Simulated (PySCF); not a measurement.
# Removing an electron from `C[C](C)(C)[GaH][Br]`

C4H10BrGa.
Structure used (PBE0-D3(BJ)/def2-SVP), in Å, numbered top down from 1:
```xyz
16
C4H10BrGa angstrom
C     -0.8603    1.3318    0.3171
C     -0.0641    0.0663    0.0074
C      0.1389   -0.0859   -1.5016
C     -0.7778   -1.1688    0.5595
Ga     1.7346    0.1705    0.8488
Br     3.0057   -1.7315    0.5087
H     -1.8589    1.2821   -0.1554
H     -1.0197    1.4694    1.3989
H     -0.3655    2.2396   -0.0646
H      0.7319   -0.9809   -1.7476
H     -0.8400   -0.1872   -2.0066
H      0.6424    0.7876   -1.9484
H     -0.9613   -1.0973    1.6443
H     -0.2045   -2.0908    0.3741
H     -1.7635   -1.2858    0.0715
H      2.4495    1.2887    1.6807
```

Level: wB97X-D/def2-SVPD (PySCF). Frontier orbitals with their largest atomic shares (Löwdin; up to four atoms above 4 %):

```tsv
orbital	ε (eV)	main atoms
HOMO−3	-11.01	Br6 50 %, Ga5 24 %, H16 18 %
HOMO−2	-10.19	Br6 89 %, Ga5 9 %
HOMO−1	-10.12	Br6 72 %, Ga5 10 %, C2 6 %
HOMO	-9.12	?
LUMO	0.12	Ga5 54 %, Br6 15 %, H16 10 %, C2 7 %
LUMO+1	1.36	Ga5 50 %, Br6 22 %, H16 6 %, C2 5 %
LUMO+2	1.71	Ga5 46 %, Br6 16 %, H16 14 %, C1 4 %
```

Task: What vertical ionisation energy does ΔSCF give, and how far is −ε(HOMO) from it?

Result: ΔSCF: 9.22 eV (889 kJ/mol; threshold wavelength 134 nm); ⟨S²⟩ of the doublet left behind is 0.758, against 0.75 for a pure doublet. −ε(HOMO) is 9.12 eV, 0.10 eV below it. In exact Kohn–Sham theory the two would be equal; wB97X-D (range-separated hybrid) comes within 0.10 eV of that here.

Task: On which atoms does the HOMO lie?

Result: C2 (sp3 carbon without hydrogen) 27 %, Br6 (bromine bonded to Ga) 22 %, Ga5 (gallium bonded to Br, C and H) 17 %, H16 (hydrogen on gallium) 8 %, so no atom holds as much as 40 %. The HOMO−1 lies 1.00 eV lower.

Task: With α = 100.5 au, estimate the like-pair dispersion coefficient by London's formula C6 = (3/4)α²I.

Result: I = 0.3388 Eh, so C6 ≈ 2570 au, a rough estimate.

Task: Shift the occupied levels rigidly so that −ε(HOMO) equals the ΔSCF value. What binding energies result?

Result: The shift is +0.10 eV: HOMO 9.22, HOMO−1 10.22, HOMO−2 10.29, HOMO−3 11.11 eV. A rigid shift is only a rough guide to the deeper ionisations.

Isolated species at its PBE0-D3(BJ)/def2-SVP geometry, gas phase. The calculation is non-relativistic, for gallium and bromine too.

Note: wB97X-D ran without an empirical dispersion term, which enters the total energy and its gradient alone.
